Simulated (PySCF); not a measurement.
PySCF input file for Nb(F)5 anion (F5Nb), SMILES [F][Nb]([F])([F])([F])[F] (connectivity only; charge and spin as stated), charge -1, multiplicity 2, PBE-D3(BJ)/def2-SVPD. Geometry optimised at PBE-D3(BJ)/def2-SVPD. The geometry has at least one imaginary mode, so it is a saddle point at that level. The spin state was assumed, not searched. The isomer is the one that the SMILES or the coordinates give; other isomers of the formula were not compared. The def2 effective core potentials stand for the cores of Nb; spin–orbit coupling is left out.

```python
import numpy as np
from pyscf import gto, scf, dft, df
from pyscf.hessian import thermo

mol = gto.M(
    atom='''
    Nb   -0.00000000   -0.00000000    0.03099577
    F     0.00000001    1.55494964   -1.11795223
    F    -1.99994081    0.00000001    0.07575333
    F     1.99994081    0.00000000    0.07575335
    F     0.00000001   -1.55494963   -1.11795226
    F    -0.00000001   -0.00000002    1.94319486
    ''',
    basis='def2-SVPD',
    ecp={'Nb': 'def2-svp'},
    charge=-1,
    spin=1,
    max_memory=1600,
    verbose=3,
)
mf = dft.UKS(mol, xc='pbe').density_fit(auxbasis='def2-universal-jkfit')
mf.disp = 'd3bj'
mf.grids.level = 3
mf.conv_tol = 1e-11
mf.max_cycle = 100
mf.kernel()
fine, coarse = mf.grids, dft.Grids(mol).set(level=1).build(with_non0tab=True)
for _ in range(3):  # follow internal instabilities
    mf.grids = coarse
    mo, _, stable, _ = mf.stability(return_status=True, nroots=4)
    mf.grids = fine
    if stable:
        break
    mf.kernel(mf.make_rdm1(mo, mf.mo_occ))

# [left out here: the lines that compute and print the analytic Hessian (its translational invariance restored by hand, since the grid's response is missing), thermochemistry and intensities]
```

Program output:

```

WARN: HOMO -0.590040842062022 >= LUMO -0.590040842062022


WARN: HOMO 0.163819819714592 >= LUMO 0.164509126528394

converged SCF energy = -555.794473697437  <S^2> = 0.7519295  2S+1 = 2.0019286
<class 'pyscf.df.df_jk.DFUKS'> wavefunction is stable in the internal stability analysis

WARN: DFTD3 does not support analytical Hessian, using finite difference


WARN: Mole.unit (angstrom) is changed to Bohr

Mode                                 0                   1                   2
Irrep
Freq [cm^-1]                      -55.1366             70.5815            100.1317
Reduced mass [au]                  18.9984             21.1126             19.2346
Force const [Dyne/A]               -0.0340              0.0620              0.1136
Char temp [K]                     -79.3293            101.5511            144.0672
Normal mode                   x     y     z       x     y     z       x     y     z
       0  Nb                 0.00 -0.00 -0.00    0.00  0.04 -0.00   -0.00  0.00  0.01
       1   F                 0.13  0.00  0.00    0.00 -0.04 -0.08    0.00  0.06  0.09
       2   F                -0.00 -0.10 -0.00    0.00  0.03  0.00   -0.00 -0.00 -0.12
       3   F                -0.00  0.10  0.00   -0.00  0.03  0.00    0.00 -0.00 -0.12
       4   F                -0.13  0.00 -0.00   -0.00 -0.04  0.08    0.00 -0.06  0.09
       5   F                 0.00  0.00 -0.00   -0.00 -0.17 -0.00   -0.00 -0.00  0.01
Mode                                 3                   4                   5
Irrep
Freq [cm^-1]                      162.1922            178.8845            187.1358
Reduced mass [au]                  22.6657             20.3159             22.6175
Force const [Dyne/A]                0.3513              0.3830              0.4667
Char temp [K]                     233.3584            257.3750            269.2467
Normal mode                   x     y     z       x     y     z       x     y     z
       0  Nb                 0.00 -0.05 -0.00   -0.03 -0.00 -0.00   -0.00  0.00 -0.05
       1   F                -0.00 -0.02  0.02    0.12  0.00  0.00   -0.00  0.09  0.07
       2   F                 0.00  0.14  0.00   -0.03 -0.00  0.09    0.00 -0.00  0.08
       3   F                -0.00  0.14  0.00   -0.03  0.00 -0.09   -0.00 -0.00  0.08
       4   F                -0.00 -0.02 -0.02    0.12 -0.00  0.00   -0.00 -0.09  0.07
       5   F                 0.00 -0.00 -0.00   -0.03  0.00 -0.00    0.00  0.00 -0.06
Mode                                 6                   7                   8
Irrep
Freq [cm^-1]                      235.3915            496.5596            519.9842
Reduced mass [au]                  20.6793             18.9986             22.0891
Force const [Dyne/A]                0.6751              2.7600              3.5189
Char temp [K]                     338.6759            714.4388            748.1416
Normal mode                   x     y     z       x     y     z       x     y     z
       0  Nb                -0.03  0.00  0.00    0.00 -0.00 -0.00   -0.00  0.04  0.00
       1   F                 0.04 -0.00 -0.00   -0.00 -0.04  0.03   -0.00 -0.11  0.09
       2   F                -0.05  0.00 -0.06   -0.15  0.00  0.00   -0.00  0.00 -0.00
       3   F                -0.05 -0.00  0.06    0.15  0.00  0.00    0.00  0.00 -0.00
       4   F                 0.04  0.00 -0.00   -0.00  0.04  0.03    0.00 -0.11 -0.09
       5   F                 0.18 -0.00  0.00   -0.00 -0.00 -0.06    0.00  0.01 -0.00
Mode                                 9                  10                  11
Irrep
Freq [cm^-1]                      536.1297            598.7233            624.0623
Reduced mass [au]                  25.5283             19.0219             24.6294
Force const [Dyne/A]                4.3233              4.0175              5.6515
Char temp [K]                     771.3712            861.4296            897.8867
Normal mode                   x     y     z       x     y     z       x     y     z
       0  Nb                -0.06  0.00  0.00    0.00  0.00 -0.00   -0.00  0.00 -0.06
       1   F                 0.01 -0.00  0.00   -0.00 -0.10  0.07   -0.00 -0.06  0.06
       2   F                 0.13 -0.00 -0.00    0.07  0.00  0.00   -0.01  0.00  0.00
       3   F                 0.13  0.00  0.00   -0.07  0.00  0.00    0.01  0.00  0.00
       4   F                 0.01  0.00  0.00   -0.00  0.10  0.07   -0.00  0.06  0.06
       5   F                 0.01  0.00 -0.00   -0.00  0.00 -0.12    0.00 -0.00  0.16
temperature 298.1500 [K]
pressure 101325.00 [Pa]
Rotational constants [GHz] 2.39057 2.07250 1.86135
Symmetry number 2
Zero-point energy (ZPE) 0.00845 [Eh]   22189.390 [J/mol]
                           tot       elec      trans        rot        vib
Entropy [J/mol/K]       371.551      5.763    174.046    111.163     80.579
Cv [J/mol/K]             95.935      0.000     12.472     12.472     70.992
Cp [J/mol/K]            104.250      0.000     20.786     12.472     70.992
Internal energy [J/mol]                      3718.434   3718.434  34726.964
Internal energy [Eh]   -555.77841  -555.79447
Enthalpy [J/mol]                             6197.391   3718.434  34726.964
Enthalpy [Eh]          -555.77747
Gibbs free energy [J/mol]                  -45694.531 -29424.928  10702.455
Gibbs free energy [Eh] -555.81966
mode   freq/cm-1   IR/(km/mol)
   1      -55.14         0.000
   2       70.58        23.893
   3      100.13         6.064
   4      162.19        33.155
   5      178.88         8.279
   6      187.14        17.265
   7      235.39         5.426
   8      496.56         0.006
   9      519.98       221.971
  10      536.13       360.548
  11      598.72         0.366
  12      624.06       247.937
max |gradient| / (hartree/bohr): 0.00013208514145401448
APT charges: [ 2.9586 -0.7727 -0.8325 -0.8325 -0.7727 -0.7485]
```

The run converged. The end point has an imaginary mode, so it is no minimum.
